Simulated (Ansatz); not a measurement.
Z-matrix (Å, degrees):
```
Sn
O 1 1.9612
H 2 0.9648 1 110.76
O 1 1.9612 2 106.67 3 108.17
H 4 0.9648 1 110.78 2 -5.73
O 1 1.9613 2 106.63 3 -5.53
H 6 0.9648 1 110.78 2 108.25
H 1 1.6914 2 112.17 3 -128.69
```
Charge 0, spin multiplicity 1.

Calculation: frozen-core CCSD(T)/def2-TZVPP // r2SCAN-D4/def2-TZVP run with Ansatz (a program for electronic structure).

| Quantity | Result |
|---|---|
| HF energy | -440.42239 Ha |
| MP2 correlation energy | -1.06020 Ha |

**Question.** Estimate the CCSD correlation energy, the (T) correction, the total energy and the T1 diagnostic.

**Answer.** 
```json
{
 "CCSD correlation energy": "-1.05941 Ha",
 "(T) correction": "-0.03652 Ha",
 "CCSD(T) total energy": "-441.51832 Ha",
 "T1 diagnostic": "0.014"
}
```
